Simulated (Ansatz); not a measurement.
Reaction (ligand exchange at a B–O bond): `NB(N)O` + H–F → `NB(N)F` + H₂O

Computed with Ansatz on PBE0-D4/def2-TZVP structures; ΔE is electronic, products minus reactants. CCSD(T)/CBS is the MP2 limit (def2-TZVPP, def2-QZVPP) plus CCSD(T) − MP2 in def2-TZVPP, frozen cores. This one scheme is used for every species. Functionals use def2-TZVPP. B3LYP here is the variant with VWN-RPA as its local correlation; programs differ in this. One conformer a species, not always the lowest.

`NB(N)O`:

Cartesian coordinates in Å:
```
N 0.789 0.354 -0.906
B -0.194 -0.134 -0.001
N -0.160 0.183 1.378
O -1.234 -0.944 -0.419
H 0.794 0.146 -1.887
H 1.550 0.942 -0.622
H -0.860 -0.168 2.005
H 0.537 0.757 1.810
H -1.223 -1.134 -1.357
```

H–F:

Z-matrix (Å, degrees):
```
F
H 1 0.920
```

`NB(N)F`:

Cartesian coordinates in Å:
```
N 0.592 -0.484 -1.010
B -0.191 0.350 -0.187
N -0.407 0.146 1.191
F -0.778 1.421 -0.760
H 0.710 -0.288 -1.987
H 1.072 -1.304 -0.690
H -0.021 -0.615 1.716
H -0.976 0.774 1.727
```

H₂O:

```xyz
3

O    -0.147    0.143    0.331
H     0.466   -0.589    0.233
H    -0.318    0.445   -0.564
```

Q: Is it downhill or uphill in electronic energy at CCSD(T)/CBS, and by how much? (Estimate.)

A: The calculation gave: Downhill: ΔE = -7.9 kcal/mol.

Q: What do these levels give: PBE-D4, BLYP-D4, B3LYP-D4, r2SCANh-D4, ωB97M-V, HF/def2-TZVPP? (Best estimate.)

A: The calculation gave: PBE-D4 -8.3, BLYP-D4 -8.9, B3LYP-D4 -8.9, r2SCANh-D4 -8.9, ωB97M-V -8.7, HF/def2-TZVPP -10.2 kcal/mol.

Largest T1 diagnostic among the species: 0.010.

At CCSD(T), def2-SVP lies −1.1 kcal/mol from the extrapolated value and def2-TZVPP −0.2 kcal/mol. In def2-TZVPP, CCSD(T) changes the Hartree–Fock value by +2.1 kcal/mol (the triples alone add +0.3 kcal/mol) and MP2 by +2.7 kcal/mol.
